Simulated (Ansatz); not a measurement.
Total energies of CH4AlNS.

Z-matrix (Å, degrees):
```
Al
C 1 1.971
S 1 2.348 2 44.9
H 1 1.585 2 116.6 3 -99.7
H 1 1.585 2 116.8 3 99.5
N 2 1.310 1 155.6 3 179.8
H 6 1.006 2 120.4 1 0.2
H 6 1.012 2 122.0 1 -179.8
```

Total charge 0; spin multiplicity 1. The bonds changed during the relaxation, so this is another structure than the one it started from. Geometry: relaxed with PBE0-D4/def2-TZVP. It is one conformer, not always the lowest. Basis def2-TZVPP, the Gaussian-basis code of Ansatz.

RPA on PBE orbitals: Hartree–Fock energy of these orbitals -734.10502 Eh, correlation -1.04193 Eh (frozen core).

| functional | energy without D4 (Eh) | D4 term (kJ/mol) |
| --- | --- | --- |
| LDA (SPW92) | -732.70890 | – |
| PBE | -735.52489 | -17.2 |
| revPBE | -735.79901 | -49.4 |
| BLYP | -735.91712 | -37.7 |
| r2SCAN | -735.84276 | -3.9 |
| B97M-V | -735.78940 | – |
| PBE0 | -735.58392 | -14.5 |
| B3LYP | -735.99256 | -28.1 |
| r2SCANh | -735.83279 | -4.3 |
| BHLYP | -735.88830 | -22.9 |
| CAM-B3LYP | -735.91561 | -14.8 |
| ωB97X-V | -735.81729 | – |
| B2PLYP | -735.62595 | – |
| PBE-QIDH | -735.39248 | – |

Task: Give the same for r2SCAN0, HSE06 (plane-wave form), LC-ωPBE, ωB97M-V. (Best estimate.)

Result: Computed: 
| functional | energy without D4 (Eh) | D4 term (kJ/mol) |
| --- | --- | --- |
| r2SCAN0 | -735.81886 | -4.7 |
| HSE06 (plane-wave form) | -735.56551 | -13.6 |
| LC-ωPBE | -735.68441 | – |
| ωB97M-V | -735.87096 | – |

B3LYP takes the VWN-RPA correlation (the form of Gaussian; ORCA's B3LYP/G). HSE06 is the plane-wave form, built on full-range PBE exchange. The double hybrids freeze the cores in their second-order part.

LC-ωPBE has ω = 0.4 bohr⁻¹.
